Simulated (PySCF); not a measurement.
Radial density of Ba⁺ (barium, charge +1)

UHF, [Xe] 6s1, 2S determinant. Computed with PySCF 2.14 in Sapporo-DKH3-DZP-2012, with scalar relativity by spin-free X2C-1e.

| r (bohr) | 4πr²ρ (e/bohr) | 4πr²(ρα − ρβ) |
| --- | --- | --- |
| 0.0203 | 72.61 | 0.0007 |
| 0.0342 | 63.55 | -0.0011 |
| 0.0575 | 83.82 | 0.0021 |
| 0.0968 | 89.54 | 0.0024 |
| 0.163 | 70.49 | 0.0023 |
| 0.274 | 72.53 | 0.0033 |
| 0.460 | 27.80 | 0.0136 |
| 0.775 | 27.83 | -0.0012 |
| 1.30 | 8.269 | 0.0482 |
| 2.19 | 3.728 | 0.0078 |
| 3.69 | 0.5067 | 0.2940 |
| 6.20 | 0.1191 | 0.1186 |
| 10.4 | 0.001618 | 0.0016 |

Densities and radii are taken from the X2C orbitals without a picture-change correction, which distorts them close to the nucleus.

Spin-orbit coupling, which splits the p, d and f shells strongly at this Z, is absent.
